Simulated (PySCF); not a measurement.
Question: Write Cartesian coordinates for `Cc1nsnc1C1CC1` as optimised with GFN2-xTB.

Answer: 
```
atom  x, y, z in Å
C1    -2.3237   -0.8627   -0.0640
C2    -1.6077    0.4397   -0.0302
N3    -2.2634    1.5772   -0.0306
S4    -1.2097    2.8132    0.0101
N5     0.1370    1.9058    0.0293
C6    -0.1923    0.6305    0.0050
C7     0.8157   -0.4310    0.0145
C8     2.0945   -0.2210    0.7864
C9     2.1242   -0.2045   -0.7017
H10   -3.3951   -0.6848   -0.0812
H11   -2.0721   -1.4538    0.8158
H12   -2.0399   -1.4277   -0.9513
H13    0.4001   -1.4302   -0.0038
H14    2.5128   -1.0685    1.3080
H15    2.1998    0.7211    1.3009
H16    2.2497    0.7485   -1.1911
H17    2.5631   -1.0399   -1.2260
```

Any rigid rotation of these coordinates is as good. Atoms count from 1 in this order. Of the pairs four or more bonds apart, C1···H13 is among the closest relative to their van der Waals radii: 2.78 Å, 96 % of the sum of Bondi's values. The 5-membered ring C2–N3–S4–N5–C6 has internal angles of 96.5° to 112.3°; it is planar, 0.00 Å rms from its mean plane, widest ring torsion 0°. S4 (ring sulfur) is bent (angle 96.5°). The 3-membered ring C7–C8–C9 has internal angles of 59.1° to 60.5°.

Bonds between heavy atoms (Å): C1–C2 1.487, C2–N3 1.313, N3–S4 1.625, S4–N5 1.624, N5–C6 1.317, C6–C7 1.464, C7–C8 1.508, C8–C9 1.489, C2–C6 1.429, C7–C9 1.509.

Structure optimised with GFN2-xTB, isolated species.

Point group: Cs (tolerance 0.08 Å). GFN2-xTB frequencies: not computed here. One conformer, not necessarily the lowest (N5–C6–C7–C8 34°).
